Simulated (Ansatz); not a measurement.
Job for Ansatz (an electronic-structure program): R-r2SCAN/def2-TZVPPD on CH6S (a complex), monomers drawn apart or pushed together. Files ending in .json are basis or fitting sets from the Basis Set Exchange.

Ansatz 0.2 input:
```yaml
crystal:
  periodic: [false, false, false]
  atoms:
    - {symbol: H, position_ang: [0.02957959, -0.32952898, 0.15438861]}
    - {symbol: H, position_ang: [0.37830172, -0.16103389, -0.48324705]}
    - {symbol: C, position_ang: [0.93943981, 0.68591794, 2.78922373]}
    - {symbol: S, position_ang: [-0.69815563, -0.11343605, 2.77284718]}
    - {symbol: H, position_ang: [0.94485370, 1.56013122, 3.43668668]}
    - {symbol: H, position_ang: [1.63233305, -0.05204624, 3.19001167]}
    - {symbol: H, position_ang: [1.25696006, 0.95608612, 1.78413343]}
    - {symbol: H, position_ang: [-1.38663659, 0.92856515, 2.27916439]}
basis:
  gaussian:
    orbitals: def2-TZVPPD.json
hamiltonian:
  xc: {name: r2SCAN}
scf: {lower_state_search: off}
```

The head of its log:

```
WARN ansatz: RAYON_NUM_THREADS=2 ignored (pool sized by the plan → 2); use --threads N
Functional definition: r2SCAN
these checks for a lower state are left out or cut short: stability, starts, cluster_reference, orbital_swaps, neighbouring_geometries, increment
integrals: 0.08 GiB planned
846 factors; their error is unknown
mean field: 0.70 GiB planned
mean field evaluation 1: about -11963.4020 eV, gradient 4.8e1 eV
mean field evaluation 2: about -11957.8606 eV, gradient 6.3e1 eV
```

What total energy does the run end on?

-439.8448 hartree.
